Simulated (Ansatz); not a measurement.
Molecule: phosphanylboronic acid, sum formula H4BPO2, net charge 0, singlet state. 
Structure (B3LYP-D3(BJ)/def2-TZVP (Ansatz, a first-principles code) minimum search):
```
B
O 1 1.3600
H 2 0.9657 1 112.68
O 1 1.3691 2 118.34 3 -0.10
H 4 0.9606 1 115.17 2 179.05
P 1 1.9451 2 117.74 3 -175.22
H 6 1.4144 1 96.29 2 -47.31
H 6 1.4187 7 95.01 1 97.25
```
Charge 0, spin multiplicity 1.

Property: atomisation energy (electronic, to ground-state atoms); the coupled-cluster value holds the core correlation from cc-pwCVTZ, in kJ/mol. Valence correlation only, unless marked. UHF or UKS for open shells. Spin-orbit coupling is left out. Non-relativistic. CBS marks a two-point X^-3 extrapolation of the correlation energy; Hartree-Fock from the larger set.

Level to compare with: CCSD(T)/CBS(aug-cc-pV(T+d)Z,aug-cc-pV(Q+d)Z) plus the core term (Ansatz), 3004.3 kJ/mol. It is a level with limits of its own, and the differences hold the functionals' basis error too.

Q: Rank these functionals by how close they come to CCSD(T)/CBS(aug-cc-pV(T+d)Z,aug-cc-pV(Q+d)Z), closest first: B97M-V/def2-TZVPD (Ansatz); LC-wPBE/def2-TZVPD (Ansatz); SVWN5/def2-TZVPD (Ansatz).

A: B97M-V/def2-TZVPD (meta-GGA with VV10, 3010.2 kJ/mol, difference 5.9), LC-wPBE/def2-TZVPD (range-separated hybrid, 2969.4 kJ/mol, difference -34.9), SVWN5/def2-TZVPD (LDA, 3468.4 kJ/mol, difference 464.1)
